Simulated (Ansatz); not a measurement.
Geometry optimisation, RKS BHLYP/STO-3G (Ansatz).

input.yaml

```yaml
crystal:
  periodic: [false, false, false]
  atoms:
    - { symbol: O, position_ang: [-2.1323, 1.4374, 1.772] }
    - { symbol: Si, position_ang: [-1.4601, 0.6733, 0.4289] }
    - { symbol: "N", position_ang: [-0.4029, -0.6132, 1.021] }
    - { symbol: Si, position_ang: [0.456, -1.4103, -0.3828] }
    - { symbol: Al, position_ang: [2.0888, -0.081, -1.3358] }
    - { symbol: H, position_ang: [-1.4259, 1.9359, 2.2268] }
    - { symbol: H, position_ang: [-0.6619, 1.6489, -0.362] }
    - { symbol: H, position_ang: [-2.4717, 0.1005, -0.4143] }
    - { symbol: H, position_ang: [0.4016, -0.1304, 1.6088] }
    - { symbol: H, position_ang: [-0.6362, -1.7258, -1.3709] }
    - { symbol: H, position_ang: [0.9848, -2.6818, 0.0835] }
    - { symbol: H, position_ang: [2.0012, 0.4064, -2.8231] }
    - { symbol: H, position_ang: [3.279, 0.4055, -0.4372] }
basis:
  gaussian: { orbitals: STO-3G }
hamiltonian:
  xc: { name: BHLYP }
relax:
  f_tol: 0.02
  max_steps: 40
scf:
  lower_state_search: "off"
```

Command:

```bash
$ ansatz run input.yaml --threads 1 --pin off --max-ram 2048MiB --backend cpu --events-out ev --progress --plain --runs-dir out
```

Problem. Where does it end, and by what steps?

Solution. The forces met the threshold. The force dipped under the threshold on the way, but the program's further checks kept it going. Limits of this set-up: minimal basis. After 32 steps the energy has fallen by 0.765 eV; H12 moved furthest, 2.36 Å.

```json
{"step": "0", "energy less start (eV)": "0.0000", "largest force component (eV/Å)": "2.414", "accepted": "yes"}
{"step": "2", "energy less start (eV)": "-0.4699", "largest force component (eV/Å)": "0.450", "accepted": "yes"}
{"step": "4", "energy less start (eV)": "-0.5367", "largest force component (eV/Å)": "0.273", "accepted": "yes"}
{"step": "6", "energy less start (eV)": "-0.5909", "largest force component (eV/Å)": "0.054", "accepted": "yes"}
{"step": "8", "energy less start (eV)": "-0.5570", "largest force component (eV/Å)": "0.814", "accepted": "no"}
{"step": "10", "energy less start (eV)": "-0.6314", "largest force component (eV/Å)": "0.195", "accepted": "yes"}
{"step": "12", "energy less start (eV)": "-0.6661", "largest force component (eV/Å)": "0.295", "accepted": "yes"}
{"step": "14", "energy less start (eV)": "-0.6856", "largest force component (eV/Å)": "0.531", "accepted": "yes"}
{"step": "16", "energy less start (eV)": "-0.7439", "largest force component (eV/Å)": "0.167", "accepted": "yes"}
{"step": "18", "energy less start (eV)": "-0.7562", "largest force component (eV/Å)": "0.134", "accepted": "yes"}
{"step": "20", "energy less start (eV)": "-0.7600", "largest force component (eV/Å)": "0.229", "accepted": "no"}
{"step": "22", "energy less start (eV)": "-0.7614", "largest force component (eV/Å)": "0.028", "accepted": "yes"}
{"step": "24", "energy less start (eV)": "-0.7622", "largest force component (eV/Å)": "0.012", "accepted": "yes"}
{"step": "26", "energy less start (eV)": "-0.7633", "largest force component (eV/Å)": "0.081", "accepted": "yes"}
{"step": "28", "energy less start (eV)": "-0.7642", "largest force component (eV/Å)": "0.020", "accepted": "yes"}
{"step": "30", "energy less start (eV)": "-0.7643", "largest force component (eV/Å)": "0.033", "accepted": "yes"}
{"step": "32", "energy less start (eV)": "-0.7645", "largest force component (eV/Å)": "0.017", "accepted": "yes"}
```

```xyz
13
Properties=species:S:1:pos:R:3
O -2.340 0.149 1.914
Si -1.669 1.020 0.624
N -0.063 0.558 0.237
Si 0.470 -0.926 -0.518
Al 2.549 -0.757 -1.482
H -1.742 0.320 2.703
H -1.658 2.426 0.928
H -2.544 0.740 -0.474
H 0.672 1.117 0.679
H -0.564 -1.268 -1.456
H 0.434 -2.000 0.448
H 2.978 -1.725 -2.529
H 3.497 0.311 -1.059
```

The run took 92 s on 1 thread of Arm Neoverse V1, on a shared host, peak memory 0.14 GiB.
